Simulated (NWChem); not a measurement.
Species: H2TeSO; SMILES [Te](O)S

```xyz
5

Te     0.3371    -0.4089    -0.0029
O     -1.4605    -1.2751     0.0565
H     -1.7875    -1.3110    -0.8524
S     -0.2314     1.9169    -0.0462
H     -0.3548     2.1035     1.2893
```
Atoms are numbered in this order, from 1.

Computed with NWChem. Geometry: optimised at PBE0/def2-SVP. def2 effective core potentials on Te; no spin-orbit coupling. Hybrids' shares of exact exchange are those that their runs print; pure functionals count as 0. The functionals differ in more than this share.

| row | share of exact exchange | highest occupied level (eV) |
|---|---|---|
| PBE/def2-SVP | 0.00 | -5.23 |
| LDA (Slater exchange, VWN5)/def2-SVP | 0.00 | -5.33 |
| B3LYP/def2-SVP | 0.20 | withheld |
| PBE0/def2-SVP | 0.25 | -6.42 |
| PW6B95/def2-SVP | 0.28 | -6.46 |
| MPW1K/def2-SVP | 0.43 | -7.30 |

Task: Fit a straight line of the last column on the one before it, predict the withheld value, and compare with the run.

Result: 
1. Means of the 5 shown rows: x = 0.192, y = -6.148. Slope Σ(x − x̄)(y − ȳ)/Σ(x − x̄)² = -0.6507/0.1415 = -4.599; intercept -5.265.
2. The shown rows scatter about the line by 0.059 (root mean square); the largest residual is +0.09, at PW6B95/def2-SVP.
3. At x = 0.20 (B3LYP/def2-SVP; inside the shown range) the line gives -6.18.
4. The run gives -6.13, +0.05 from the line, 0.8 times the scatter.
